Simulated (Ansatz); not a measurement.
Job for Ansatz (a program for electronic structure): R-wB97M-V/def2-TZVPPD on CH4O2 (a complex), monomers drawn apart or pushed together. Files ending in .json are basis or fitting sets from the Basis Set Exchange.

Ansatz 0.2 input:
```yaml
crystal:
  periodic: [false, false, false]
  atoms:
    - {symbol: O, position_ang: [0.27470414, -0.11455422, 0.53960396]}
    - {symbol: H, position_ang: [-0.46269598, -0.44100008, 1.07826482]}
    - {symbol: H, position_ang: [-0.04261553, -0.11150345, -0.36776118]}
    - {symbol: C, position_ang: [-0.44837687, -0.37856800, 3.86248486]}
    - {symbol: O, position_ang: [-1.32731209, -0.80266557, 3.15709023]}
    - {symbol: H, position_ang: [0.47182051, 0.05891411, 3.43991220]}
    - {symbol: H, position_ang: [-0.53088711, -0.41172911, 4.96356848]}
basis:
  gaussian:
    orbitals: def2-TZVPPD.json
hamiltonian:
  xc: {name: wB97M-V}
scf: {lower_state_search: off}
```

Q: What total energy does the run end on?

A: -190.9532 hartree.

Q: How many basis functions does it have, and what does it roughly cost on one machine?

A: 185 functions; about 6 core-seconds (a rough figure).
